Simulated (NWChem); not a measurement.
System: C2H3FMgO2

The following NWChem deck was run.

```
start job
memory heap 200 mb stack 900 mb global 1100 mb
geometry units angstroms
  Mg    -0.010240     1.258212     0.000000
  F     -0.183816     3.010262     0.000000
  C      0.322731    -2.560358     0.000000
  C      0.212798    -1.070765     0.000000
  O      0.151253    -0.426936    -1.092878
  O      0.151253    -0.426936     1.092878
  H      0.832971    -2.907126     0.906508
  H      0.832971    -2.907126    -0.906508
  H     -0.696059    -2.978770     0.000000
end
basis spherical
  Mg library 3-21g
  F library 3-21g
  C library 3-21g
  O library 3-21g
  H library 3-21g
end
dft
  xc b3lyp
  iterations 150
end
driver
  maxiter 120
end
task dft optimize
task dft freq
```

Excerpt of the output:

```
             Northwest Computational Chemistry Package (NWChem) 7.3.0
             --------------------------------------------------------

 CS  symmetry detected

                             Geometry "geometry" -> ""
                             -------------------------

 Output coordinates in angstroms (scale by  1.889725989 to convert to a.u.)

  No.       Tag          Charge          X              Y              Z
 ---- ---------------- ---------- -------------- -------------- --------------
    1 Mg                  12.0000     0.00386634    -1.17082271     0.00000000
    2 F                    9.0000    -0.00902333    -2.93140264     0.00000000
    3 C                    6.0000    -0.01318707     2.66219904     0.00000000
    4 C                    6.0000     0.01333825     1.16879053     0.00000000
    5 O                    8.0000     0.01083159     0.52203147    -1.09287800
    6 O                    8.0000     0.01083159     0.52203147     1.09287800
    7 H                    1.0000     0.46326214     3.05410344     0.90650800
    8 H                    1.0000     0.46326214     3.05410344    -0.90650800
    9 H                    1.0000    -1.06592289     2.98584846     0.00000000

 Effective nuclear repulsion energy (a.u.)     261.2079193441

      Symmetry information
      --------------------

 Group name             Cs
 Group number              2
 Group order               2
 No. of unique centers     7

                                Z-matrix (autoz)
                                --------

 Units are Angstrom for bonds and degrees for angles

      Type          Name      I     J     K     L     M      Value
      ----------- --------  ----- ----- ----- ----- ----- ----------
    1 Stretch                  1     2                       1.76063
    2 Stretch                  1     4                       2.33963
    3 Stretch                  1     5                       2.01499
    4 Stretch                  1     6                       2.01499
    5 Stretch                  3     4                       1.49364
    6 Stretch                  3     7                       1.09652
    7 Stretch                  3     8                       1.09652
    8 Stretch                  3     9                       1.10136
    9 Stretch                  4     5                       1.26992
   10 Stretch                  4     6                       1.26992
   11 Bend                     1     4     5                59.38300
   12 Bend                     1     4     6                59.38300
   13 Bend                     1     5     4                87.77161
   14 Bend                     1     6     4                87.77161
   15 Bend                     2     1     5               147.15416
   16 Bend                     2     1     6               147.15416
   17 Bend                     3     4     5               120.60906
   18 Bend                     3     4     6               120.60906
   19 Bend                     4     1     5                32.84538
   20 Bend                     4     1     6                32.84538
   21 Bend                     4     3     7               110.46503
   22 Bend                     4     3     8               110.46503
   23 Bend                     4     3     9               108.10690
   24 Bend                     5     1     6                65.69076
   25 Bend                     5     4     6               118.76601
   26 Bend                     7     3     8               111.52567
   27 Bend                     7     3     9               108.07718
   28 Bend                     8     3     9               108.07718
   29 Torsion                  1     5     4     3        -178.54815
   30 Torsion                  1     5     4     6           0.01150
   31 Torsion                  1     6     4     3         178.54815
   32 Torsion                  1     6     4     5          -0.01150
   33 Torsion                  2     1     7     3        -177.41410
   34 Torsion                  2     1     8     3         177.41410
   35 Torsion                  2     1     9     3         180.00000
   36 Torsion                  2     1     5     4         179.65428
   37 Torsion                  2     1     6     4        -179.65428
   38 Torsion                  4     5     1     6          -0.00697
   39 Torsion                  4     6     1     5           0.00697
   40 Torsion                  5     1     3     7        -151.42813
   41 Torsion                  5     1     3     8         -27.05193
   42 Torsion                  5     1     3     9          90.75997
   43 Torsion                  5     1     4     6        -179.98828
   44 Torsion                  5     4     1     6         179.98828
   45 Torsion                  5     4     3     7        -152.66777
   46 Torsion                  5     4     3     8         -28.79925
   47 Torsion                  5     4     3     9          89.26649
   48 Torsion                  6     1     3     7          27.05193
   49 Torsion                  6     1     3     8         151.42813
   50 Torsion                  6     1     3     9         -90.75997
   51 Torsion                  6     4     3     7          28.79925
   52 Torsion                  6     4     3     8         152.66777
   53 Torsion                  6     4     3     9         -89.26649
   54 Torsion                  1     4     7     3        -177.66050
   55 Torsion                  1     4     8     3         177.66050
   56 Torsion                  1     4     9     3         180.00000

                           NWChem Geometry Optimization
                           ----------------------------

 maximum gradient threshold         (gmax) =   0.000450
 rms gradient threshold             (grms) =   0.000300
 maximum cartesian step threshold   (xmax) =   0.001800
 rms cartesian step threshold       (xrms) =   0.001200
 fixed trust radius                (trust) =   0.300000
 source of zmatrix                         =   autoz

          -------------------
          Energy Minimization
          -------------------

 Using diagonal initial Hessian
 Scaling for Hessian diagonals: bonds = 1.00  angles = 0.25  torsions = 0.10

          --------
          Step   0

                                 NWChem DFT Module
                                 -----------------

 Summary of "ao basis" -> "ao basis" (spherical)
 ------------------------------------------------------------------------------
       Tag                 Description            Shells   Functions and Types
 ---------------- ------------------------------  ------  ---------------------
 Mg                          3-21g                   7       13   4s3p
 F                           3-21g                   5        9   3s2p
 C                           3-21g                   5        9   3s2p
 O                           3-21g                   5        9   3s2p
 H                           3-21g                   2        2   2s

      Symmetry analysis of basis
      --------------------------

        a'         44
        a"         20

            General Information
            -------------------
          SCF calculation type: DFT
          Wavefunction type:  closed shell.
          No. of atoms     :     9
          No. of electrons :    52
           Alpha electrons :    26
            Beta electrons :    26
          Charge           :     0
          Spin multiplicity:     1
          Use of symmetry is: on ; symmetry adaption is: on
          Maximum number of iterations: 150
          AO basis - number of functions:    64
                     number of shells:    38
          Convergence on energy requested:  1.00D-06
          Convergence on density requested:  1.00D-05
          Convergence on gradient requested:  5.00D-04

              XC Information
              --------------
                         B3LYP Method XC Potential
                     Hartree-Fock (Exact) Exchange  0.200
                        Slater Exchange Functional  0.800 local
                    Becke 1988 Exchange Functional  0.720 non-local
              Lee-Yang-Parr Correlation Functional  0.810
                  VWN I RPA Correlation Functional  0.190 local

             Grid Information
             ----------------
          Grid used for XC integration:  medium
          Radial quadrature: Mura-Knowles
          Angular quadrature: Lebedev.
          Tag              B.-S. Rad. Rad. Pts. Rad. Cut. Ang. Pts.
          ---              ---------- --------- --------- ---------
          Mg                  1.50       88          10.0       590
          F                   0.50       49          10.0       434
          C                   0.70       49          12.0       434
          O                   0.60       49           8.0       434
          H                   0.35       45          13.0       434
          Grid pruning is: on
          Number of quadrature shells:   374
          Spatial weights used:  Erf1

      Superposition of Atomic Density Guess
      -------------------------------------

 Sum of atomic energies:        -522.47896252

      Non-variational initial energy
      ------------------------------

 Total energy =    -524.403609
 1-e energy   =   -1244.173296
 2-e energy   =     458.561768
 HOMO         =      -0.410789
 LUMO         =      -0.071064

      Symmetry analysis of molecular orbitals - initial
      -------------------------------------------------

  Numbering of irreducible representations:

     1 a'          2 a"

  Orbital symmetries:

     1 a'          2 a'          3 a'          4 a"          5 a'
     6 a'          7 a'          8 a'          9 a"         10 a'
    11 a'         12 a'         13 a"         14 a'         15 a'
    16 a'         17 a"         18 a'         19 a'         20 a"
    21 a'         22 a"         23 a'         24 a"         25 a"
    26 a'         27 a'         28 a'         29 a'         30 a"
    31 a'         32 a'         33 a"         34 a'         35 a'
    36 a'

   convergence    iter        energy       DeltaE   RMS-Dens  Diis-err
 ---------------- ----- ----------------- --------- --------- ---------
 d= 0,ls=0.0,diis     1   -525.3865767265 -7.87D+02  3.64D-02  1.83D+00
 d= 0,ls=0.0,diis     2   -524.8482877500  5.38D-01  2.28D-02  8.04D+00
 d= 0,ls=0.0,diis     3   -525.5829361589 -7.35D-01  5.74D-03  2.02D-01
 d= 0,ls=0.0,diis     4   -525.5943937294 -1.15D-02  1.88D-03  8.78D-02
 d= 0,ls=0.0,diis     5   -525.6014915322 -7.10D-03  2.03D-04  5.06D-04
  Resetting Diis
 d= 0,ls=0.0,diis     6   -525.6015300556 -3.85D-05  8.31D-05  6.33D-05
 d= 0,ls=0.0,diis     7   -525.6015366859 -6.63D-06  3.03D-05  1.70D-06
 d= 0,ls=0.0,diis     8   -525.6015364184  2.67D-07  1.57D-05  5.52D-06
 d= 0,ls=0.0,diis     9   -525.6015368734 -4.55D-07  2.16D-06  2.94D-08

         Total DFT energy =     -525.601536873405
      One electron energy =    -1247.898596338808
           Coulomb energy =      517.296898369192
    Exchange-Corr. energy =      -56.207758247840
 Nuclear repulsion energy =      261.207919344051

 Numeric. integr. density =       52.000030778288

                  Occupations of the irreducible representations
                  ----------------------------------------------

                     irrep           alpha         beta
                     --------     --------     --------
                     a'               18.0         18.0
                     a"                8.0          8.0

                       DFT Final Molecular Orbital Analysis
                       ------------------------------------

[...]

      ----------------------
      Optimization converged
      ----------------------

  Step       Energy      Delta E   Gmax     Grms     Xrms     Xmax
  ---- ---------------- -------- -------- -------- -------- --------
@    6    -525.60474088 -2.4D-07  0.00011  0.00002  0.00023  0.00086
                                     ok       ok       ok       ok

                                Z-matrix (autoz)
                                --------

 Units are Angstrom for bonds and degrees for angles

[...]

 Rotational Constants
 --------------------
 A=   0.393272 cm-1  (  0.565817 K)
 B=   0.050724 cm-1  (  0.072979 K)
 C=   0.045312 cm-1  (  0.065192 K)

 Temperature                      =   298.15K
 frequency scaling parameter      =   1.0000

 Zero-Point correction to Energy  =   33.592 kcal/mol  (  0.053532 au)
 Thermal correction to Energy     =   38.219 kcal/mol  (  0.060906 au)
 Thermal correction to Enthalpy   =   38.811 kcal/mol  (  0.061850 au)

 Total Entropy                    =   88.465 cal/mol-K
   - Translational                =   39.759 cal/mol-K (mol. weight = 101.9967)
   - Rotational                   =   26.969 cal/mol-K (symmetry #  =        1)
   - Vibrational                  =   21.737 cal/mol-K

 Cv (constant volume heat capacity) =   22.175 cal/mol-K
   - Translational                  =    2.979 cal/mol-K
   - Rotational                     =    2.979 cal/mol-K
   - Vibrational                    =   16.216 cal/mol-K

[normal modes left out]

 ----------------------------------------------------------------------------
 Normal Eigenvalue ||           Projected Infra Red Intensities
  Mode   [cm**-1]  || [atomic units] [(debye/angs)**2] [(KM/mol)] [arbitrary]
 ------ ---------- || -------------- ----------------- ---------- -----------
    1       -0.000 ||    0.001075           0.025         1.048       0.336
    2       -0.000 ||    0.000200           0.005         0.195       0.062
    3        0.000 ||    0.000012           0.000         0.011       0.004
    4        0.000 ||    0.000001           0.000         0.001       0.000
    5        0.000 ||    0.000009           0.000         0.008       0.003
    6        0.000 ||    0.001418           0.033         1.383       0.443
    7       20.908 ||    0.001023           0.024         0.997       0.319
    8       52.408 ||    0.012672           0.292        12.353       3.958
    9       85.258 ||    0.026059           0.601        25.403       8.139
   10      196.263 ||    0.079081           1.824        77.092      24.699
   11      292.695 ||    0.018537           0.428        18.070       5.789
   12      362.972 ||    0.008437           0.195         8.225       2.635
   13      477.155 ||    0.000020           0.000         0.019       0.006
   14      607.348 ||    0.011911           0.275        11.612       3.720
   15      696.779 ||    0.011639           0.269        11.347       3.635
   16      834.910 ||    0.118870           2.742       115.880      37.126
   17      923.241 ||    0.001125           0.026         1.096       0.351
   18     1051.760 ||    0.014937           0.345        14.562       4.665
   19     1107.104 ||    0.012079           0.279        11.775       3.773
   20     1432.359 ||    0.180473           4.164       175.934      56.366
   21     1438.337 ||    0.289982           6.690       282.689      90.569
   22     1447.304 ||    0.041552           0.959        40.507      12.978
   23     1541.272 ||    0.012231           0.282        11.924       3.820
   24     1547.383 ||    0.015509           0.358        15.119       4.844
   25     3067.777 ||    0.000309           0.007         0.302       0.097
   26     3140.094 ||    0.002835           0.065         2.764       0.886
   27     3185.650 ||    0.002487           0.057         2.425       0.777
 ----------------------------------------------------------------------------
```

Level: B3LYP/3-21G. B3LYP is NWChem's, with the RPA form of VWN correlation.
